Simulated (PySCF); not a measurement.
# Property card for `COCC(C)(C)C`

Species: C₆H₁₄O.
Z-matrix (Å and degrees, GFN2-xTB geometry), rows numbered from 1:
```
C 
O   1  1.3999
C   2  1.4097  1  112.93
C   3  1.5358  2  110.00  1   179.94
C   4  1.5292  3  109.19  2   -59.95
C   4  1.5298  3  108.91  2   179.99
C   4  1.5292  3  109.16  2    59.95
H   1  1.0982  2  111.34  3    60.67
H   1  1.0886  2  106.83  3  -179.92
H   1  1.0983  2  111.40  3   -60.51
H   3  1.1023  2  109.72  1    59.00
H   3  1.1023  2  109.73  1   -59.09
H   5  1.0862  4  109.69  3    57.97
H   5  1.0879  4  110.64  3   -61.82
H   5  1.0873  4  110.38  3   178.03
H   6  1.0880  4  110.81  3   -60.15
H   6  1.0879  4  110.82  3    60.19
H   6  1.0872  4  110.00  3  -179.99
H   7  1.0862  4  109.68  3   -57.99
H   7  1.0879  4  110.62  3    61.75
H   7  1.0873  4  110.38  3  -178.06
```

Among its groups: ether.

**GFN2-xTB geometry**

| Property | Result |
| --- | --- |
| Point group of the GFN2-xTB geometry | Cs |
| Rotational constants A, B, C of the GFN2-xTB geometry | 4.257, 1.539, 1.526 GHz |

**PBE0/pcSseg-1 ground state and GIAO shieldings, non-relativistic (PySCF)**

| Property | Result |
| --- | --- |
| Dipole moment | 1.17 D |
| HOMO energy | -7.33 eV |
| LUMO energy | 1.40 eV |
| HOMO–LUMO gap | 8.73 eV |
| Lowest Hirshfeld atomic charge | -0.12 e on O2/C5/C6/C7 |
| Highest Hirshfeld atomic charge | +0.05 e on H9 |
| 13C chemical shifts (computed TMS as zero) by class | 87.2 (C3), 61.4 (C1), 34.8 (C4), 28.2 (C5/C6/C7) ppm |
| 1H chemical shifts (computed TMS as zero) by class | 3.56 (H8/H9/H10), 3.04 (H11/H12), 0.94 (H13/H14/H15/H16/H17/H18/H19/H20/H21) ppm |
| Isotropic shieldings of nuclei other than C and H, by class | 310 (O2) ppm |
| Mayer bond orders between heavy atoms | C1–O2 0.94, O2–C3 0.92, C3–C4 0.98, C4–C5 1.01, C4–C6 1.02, C4–C7 1.01 |

Monoisotopic mass from the formula: 102.1045 u.

In atomic units the dipole is 0.46 e·bohr (1 au = 2.5417 D). The rotational constants make it an asymmetric top with κ = (2B − A − C)/(A − C) = -0.99, nearer the prolate limit (−1). With B = h/(8π²I), that is 505.379 GHz u Å² over I, the principal moments of inertia are 118.7, 328.5 and 331.2 u Å² (most abundant isotopes); the inertial defect Ic − Ia − Ib is -116.0 u Å² (zero for a rigid planar frame, negative otherwise).

The structure is a single GFN2-xTB conformer in the gas phase; no vibrational or solvent corrections. NMR classes are plain means over equivalent atoms (diastereotopic ones count apart unless rotation or inversion swaps them), as if these changed places fast; in this geometry the members of some classes differ.
